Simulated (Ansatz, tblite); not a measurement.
Cost and result up the ladder for the cluster SnF2⁻ (the lowest doublet isomer of a short search) (3 atoms). The state is a doublet with charge -1. Geometry: B3LYP-D4/def2-TZVPD.

Cartesian coordinates in Å:
```
Sn 0.5028 -0.7355 -0.2132
F -0.1870 -0.0113 1.5661
F -0.3158 0.7467 -1.3530
```

Ansatz on 4 threads of Arm Neoverse V2 on a shared host; xTB runs through tblite on one thread. Times are rough, summed over both states, and most runs start from the orbitals of an earlier one. CCSD(T)/def2-TZVPPD serves as the yardstick here, not as an exact answer. Differences are given only for rows in sets of like size (and for xTB, whose basis is part of the method), since another set adds its own error. The other state is a quartet at its own geometry.

In the def2 sets Sn takes a core potential, while STO-3G treats all electrons; there is no spin–orbit coupling. The xTB rows come from tblite. Correlated methods freeze 6 core orbitals; core or outer-core shells of Sn are correlated, in sets that lack core-valence functions. The structure comes from a short search, and lower isomers may exist.

Correlated methods converge slowly with the basis.

xTB has no spin-polarisation term.

| level | functions | wall time | quartet − doublet (eV) | difference from CCSD(T)/def2-TZVPPD (eV) | remarks |
| --- | --- | --- | --- | --- | --- |
| GFN2-xTB | 17 | 0.002 s | 7.92 | 3.32 | – |
| GFN1-xTB | 17 | 0.003 s | 7.60 | 3.00 | – |
| HF/STO-3G | 37 | 0.7 s | 5.05 | – | HOMO above zero (doublet), HOMO above zero (quartet) |
| LDA (SPW92)/def2-TZVPD | 136 | 1.4 s | 4.70 | 0.10 | HOMO above zero (doublet), HOMO above zero (quartet) |
| PBE-D4/def2-TZVPD | 136 | 2.4 s | 4.47 | -0.13 | HOMO above zero (doublet), HOMO above zero (quartet) |
| MP2/def2-TZVPD | 136 | 2.7 s | 4.70 | 0.09 | – |
| PBE0-D4/def2-TZVPD | 136 | 3.5 s | 4.51 | -0.09 | HOMO above zero (doublet), HOMO above zero (quartet) |
| CAM-B3LYP-D4/def2-TZVPD | 136 | 4 s | 4.84 | 0.23 | HOMO above zero (quartet) |
| RPA@PBE/def2-TZVPD | 136 | 5.2 s | 4.49 | -0.11 | – |
| r2SCAN-D4/def2-TZVPD (with forces) | 136 | 6.1 s | 4.40 | -0.20 | HOMO above zero (doublet), HOMO above zero (quartet) |
| r2SCAN0-D4/def2-TZVPD | 136 | 6.7 s | 4.45 | -0.16 | HOMO above zero (doublet), HOMO above zero (quartet) |
| ωB97X-V/def2-TZVPD | 136 | 8.3 s | 4.84 | 0.23 | – |
| ωB97M-V/def2-TZVPD | 136 | 12 s | 4.72 | 0.12 | – |
| CCSD(T)/def2-TZVPPD | 136 | 26 s | 4.60 | 0.00 | – |
